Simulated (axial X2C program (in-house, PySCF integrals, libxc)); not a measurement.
## What spin–orbit coupling does to SnAs

Calculated with an in-house all-electron X2C program for linear molecules (integrals from PySCF). Spin-free means the one-electron spin-free X2C Hamiltonian; two-component (2c) means X2C with spin–orbit coupling and atomic mean-field two-electron Coulomb and Gaunt terms, so the difference of the two also holds small scalar two-electron terms. Basis: Sn dyall-cv3z [11s12p9d4f1g], As dyall-cv3z [9s9p6d4f1g] (cores contracted in-house); Gaussian nuclei, density fitting, unrestricted open shells. Masses: Sn 119.902 u, As 74.922 u.

Spin-free state: M_S = 1/2, Λ = 1 (beyond evenly filled blocks: π+α, π+β, π-α); fragments Sn + As.

```csv
level,Re (Å),ωe (cm⁻¹),De (eV),μ (D)
HF,2.568,203.5,0.671,-1.38
CCSD,2.448,272.6,2.061,n/a
CCSD(T),2.449,281.0,2.258,n/a
PBEsol,2.442,280.9,3.157,-1.61
```

Correlated methods: 9 electrons correlated (number of frozen shells: Sn 4 s, 3 p, 2 d; As 3 s, 2 p, 1 d), 293 virtual spin orbitals or spinors in MP2, 90 natural virtuals in coupled cluster.

Dipoles are positive if As is the positive end.

Problem. Within this multiplet, which Ω should lie lowest by the rule for regular and inverted multiplets?

Solution. The open π shell holds three electrons, one hole, so the multiplet is inverted: Ω = Λ + 1/2 = 3/2. The PBE0 2c search agrees.

Two-component determinant lowest at the distance of the search:

Ω = 3/2 (⟨Sz⟩ = 0.50, ⟨Lz⟩ = 1.00 at HF); fragments Sn + As.

```csv
level,Re (Å),ωe (cm⁻¹),μ (D)
HF,2.575,201.5,-1.37
CCSD,2.452,267.7,n/a
CCSD(T),2.452,276.7,n/a
PBEsol,2.443,278.9,-1.57
```

Problem. From the two tables, how do the constants change at the CCSD(T) level (2c against spin-free)?

Solution. At the CCSD(T) level Re increases by 0.003 Å and ωe goes down by 4.3 cm⁻¹.

The state is a single determinant with fixed occupations, the lowest that a limited PBE0 search found. Dissociation energies refer to the lowest single-determinant-based atoms at the same level and basis. De is not given where an atomic determinant may have missed its ground term or J level, or where the truncated virtual space spoils (T). Density functionals use the spin component along the axis (collinear). CCSD and (T) use frozen natural virtuals with an MP2 correction for the truncation; (T) itself is uncorrected, so its De runs slightly low. Other states lie close and PBE0, whose exact exchange favours high spin, may order them wrongly; the determinant shown need not be the ground state. The nearest other spin-free determinant of the search, M_S = 1/2, Λ = 0, lies 0.40 eV up at the distance of the search. The functionals have no current-density term, which raises determinants with orbital currents, atoms included. At some level and bond length an empty orbital lies below a filled one. The determinant is spin-polarised beyond a pure state at some levels (its spin-free form has ⟨S²⟩ too high), which makes Re and μ there less reliable. The T1 diagnostic is large, a sign of multireference character. The stretched end of a curve changes character and is left out. With the outer-core shells frozen, correlated bond lengths of heavy atoms tend to come out a few hundredths of an ångström too long.
